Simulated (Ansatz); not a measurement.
`CBCN` → `CBNC`  (isomerisation)

Program: Ansatz. Geometries: PBE0-D4/def2-TZVP. ΔE: electronic, gas phase. CCSD(T)/CBS adds triple-zeta CCSD(T) − MP2 to the extrapolated MP2 energy (def2 sets, frozen cores). Functionals use def2-TZVPP. B3LYP here is the variant with VWN-RPA as its local correlation; programs differ in this. HSE06 is defined as in plane-wave codes. One conformer a species, not always the lowest.

(1) Is it downhill or uphill in electronic energy at CCSD(T)/CBS, and by how much? (An estimate is asked.)

(2) What do these levels give: PBE-D4, r2SCAN-D4, B2PLYP, revPBE, r2SCAN, B3LYP, HSE06, BHLYP, CCSD/def2-SVP, SCS-MP2/def2-TZVPP, MP2/def2-QZVPP, CCSD/CBS(def2)? (Best estimate.)

Largest T1 diagnostic among the species: 0.011.

Answers

(1) Computed: Downhill: ΔE = -35.6 kcal/mol.

(2) Ansatz gave: PBE-D4 -35.5, r2SCAN-D4 -35.6, B2PLYP -36.5, revPBE -34.9, r2SCAN -35.6, B3LYP -36.2, HSE06 -35.3, BHLYP -36.0, CCSD/def2-SVP -39.8, SCS-MP2/def2-TZVPP -36.4, MP2/def2-QZVPP -36.2, CCSD/CBS(def2) -35.2 kcal/mol.

At CCSD(T), def2-SVP lies −4.8 kcal/mol from the extrapolated value and def2-TZVPP −0.6 kcal/mol. In def2-TZVPP, CCSD(T) changes the Hartree–Fock value by −1.2 kcal/mol (the triples alone add −0.4 kcal/mol) and MP2 by −1.6 kcal/mol. Leaving LDA and LC-ωPBE aside and taking each functional with its dispersion term where it has one, the values, not all of them listed here, spread over 1.6 kcal/mol, from B2PLYP to B97M-V. LDA lies −1.5 kcal/mol from PBE without D4.
